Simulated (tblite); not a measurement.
Species: C6H9AlN2O.
Numbering: `[N:1]#[C:2][CH2:3][C:4]#[C:5][C@@H:6]([CH:7]=[O:8])[AlH2-:9][NH3+:10]` (hydrogens: H11, H12 on C3; H13 on C6; H14 on C7; H15, H16 on Al9; H17, H18, H19 on N10)
Bond orders are those of one Lewis drawing.

Computed with GFN2-xTB (tblite), gas phase: L-BFGS steps from a force-field or distance-geometry start until the largest atomic force falls under 0.01 eV/Å.

Step 0: E = -769.7505 eV
```
atom  x, y, z in Å  |  force x, y, z in eV/Å
N1      2.3169   -1.8386   -2.7212   -0.022   0.312   0.696
C2      2.5547   -1.4805   -1.6561    0.369  -0.050   0.386
C3      2.8863   -1.0449   -0.2845   -0.591   0.012  -0.562
C4      1.6785   -0.4691    0.3258   -0.328   0.102   0.206
C5      0.6869   -0.0141    0.8479   -0.118  -0.045  -0.183
C6     -0.5289    0.5490    1.4426    1.445   0.533   1.075
C7     -0.4379    2.0497    1.4902    0.208  -0.778  -1.333
O8     -0.2943    2.7069    0.4763   -0.056  -0.109   0.182
Al9    -2.1257   -0.0548    0.4140   -1.746  -0.169   1.614
N10    -1.7191   -0.0917   -1.4478    0.297  -0.032  -1.141
H11     3.6692   -0.2703   -0.3293   -0.096  -0.280  -0.040
H12     3.2279   -1.9090    0.3119   -0.043   0.249  -0.278
H13    -0.6266    0.1568    2.4883    0.099   0.111  -0.582
H14    -0.4919    2.5559    2.4473   -0.207   0.020   0.585
H15    -3.3407    0.9709    0.6692    0.406  -0.154  -0.443
H16    -2.5522   -1.5141    0.9054    0.339   0.209  -0.431
H17    -2.5899   -0.2009   -2.0059    0.688   0.068   0.234
H18    -1.2479    0.7949   -1.7307   -0.261  -0.538   0.081
H19    -1.0750   -0.8867   -1.6507   -0.381   0.536  -0.066
```

Step 1: E = -769.9304 eV
```
atom  x, y, z in Å  |  force x, y, z in eV/Å
N1      2.3166   -1.8342   -2.7112   -0.121   0.100   0.113
C2      2.5599   -1.4812   -1.6506    0.307   0.068   0.573
C3      2.8778   -1.0447   -0.2925   -0.372   0.101  -0.103
C4      1.6738   -0.4677    0.3288    0.210  -0.153  -0.121
C5      0.6852   -0.0148    0.8453   -0.436   0.082   0.031
C6     -0.5082    0.5567    1.4579    0.857   0.176   0.313
C7     -0.4349    2.0386    1.4711    0.118  -0.423   0.333
O8     -0.2951    2.7054    0.4789    0.048   0.278  -0.671
Al9    -2.1506   -0.0573    0.4370   -1.058  -0.031   1.206
N10    -1.7149   -0.0922   -1.4641    0.108   0.010  -0.192
H11     3.6678   -0.2743   -0.3299   -0.147  -0.263  -0.051
H12     3.2273   -1.9055    0.3079   -0.088   0.256  -0.279
H13    -0.6252    0.1584    2.4800    0.153   0.039  -0.122
H14    -0.4949    2.5562    2.4556   -0.198  -0.294  -0.008
H15    -3.3349    0.9687    0.6629    0.229  -0.062  -0.371
H16    -2.5473   -1.5111    0.8993    0.251   0.083  -0.339
H17    -2.5800   -0.2000   -2.0026    0.276   0.015  -0.073
H18    -1.2517    0.7872   -1.7295   -0.053  -0.167  -0.062
H19    -1.0804   -0.8791   -1.6517   -0.085   0.185  -0.176
```

Step 2: E = -770.0072 eV
```
atom  x, y, z in Å  |  force x, y, z in eV/Å
N1      2.3135   -1.8294   -2.7034    0.191   0.427   1.203
C2      2.5701   -1.4799   -1.6338   -0.286  -0.471  -1.326
C3      2.8644   -1.0422   -0.2992    0.197   0.126   0.439
C4      1.6766   -0.4707    0.3273   -1.257   0.524   0.590
C5      0.6737   -0.0131    0.8448    1.255  -0.757  -0.847
C6     -0.4767    0.5649    1.4734   -0.069  -0.005  -0.082
C7     -0.4305    2.0226    1.4695    0.259   1.080  -0.531
O8     -0.2944    2.7114    0.4638   -0.115  -0.662   0.596
Al9    -2.1892   -0.0592    0.4783   -0.130   0.127   0.561
N10    -1.7101   -0.0922   -1.4772   -0.139   0.026   0.678
H11     3.6635   -0.2828   -0.3314   -0.108  -0.136  -0.048
H12     3.2248   -1.8974    0.2990   -0.081   0.146  -0.166
H13    -0.6208    0.1602    2.4727    0.186  -0.086   0.358
H14    -0.5012    2.5492    2.4597   -0.203  -0.358  -0.275
H15    -3.3264    0.9661    0.6505   -0.095   0.133  -0.237
H16    -2.5387   -1.5075    0.8878    0.124  -0.141  -0.175
H17    -2.5683   -0.1991   -2.0026   -0.118  -0.028  -0.329
H18    -1.2549    0.7792   -1.7304    0.165   0.229  -0.162
H19    -1.0853   -0.8706   -1.6564    0.222  -0.174  -0.247
```

**Question.** Estimate the geometry and energy of step 3. (The exact step hangs on the optimiser's Hessian estimate; all steps are aligned on step 2, rigid shifts and turns removed.)

**Answer.** E = -770.0325 eV, largest force 2.038 eV/Å
```
atom  x, y, z in Å  |  force x, y, z in eV/Å
N1      2.3140   -1.8227   -2.6869   -0.502  -0.562  -1.789
C2      2.5717   -1.4845   -1.6405    0.393   0.628   1.899
C3      2.8606   -1.0393   -0.2965   -0.088   0.098   0.183
C4      1.6645   -0.4666    0.3328    1.418  -0.694  -0.795
C5      0.6819   -0.0207    0.8352   -1.322   0.472   0.557
C6     -0.4634    0.5681    1.4786   -0.167  -0.108  -0.316
C7     -0.4256    2.0279    1.4658    0.201   0.551  -0.220
O8     -0.2951    2.7074    0.4617   -0.043  -0.330   0.243
Al9    -2.2082   -0.0585    0.5040    0.327   0.156   0.297
N10    -1.7097   -0.0918   -1.4739   -0.169   0.015   0.669
H11     3.6600   -0.2884   -0.3327   -0.055   0.001  -0.034
H12     3.2226   -1.8918    0.2928   -0.068   0.022  -0.039
H13    -0.6164    0.1599    2.4742    0.265  -0.073   0.394
H14    -0.5066    2.5410    2.4574   -0.199  -0.219  -0.200
H15    -3.3236    0.9665    0.6420   -0.283   0.256  -0.174
H16    -2.5332   -1.5077    0.8805    0.049  -0.254  -0.099
H17    -2.5647   -0.1991   -2.0070   -0.081  -0.018  -0.273
H18    -1.2541    0.7786   -1.7330    0.138   0.189  -0.110
H19    -1.0845   -0.8692   -1.6618    0.186  -0.129  -0.192
```

The energy changes by -0.0253 eV. The first-order estimate −F·Δx gives -0.1230 eV and the mean of the old and new forces, exact on a quadratic surface, -0.0232 eV. The step makes an angle of 49° with the force vector and moves no atom by more than 0.032 Å.

What follows is the cost of the whole relaxation. Hardware: one thread, Arm Neoverse N1 (aarch64), shared host with 64 logical CPUs at a one-minute load of 56. Cost: 2.4 s of wall time.
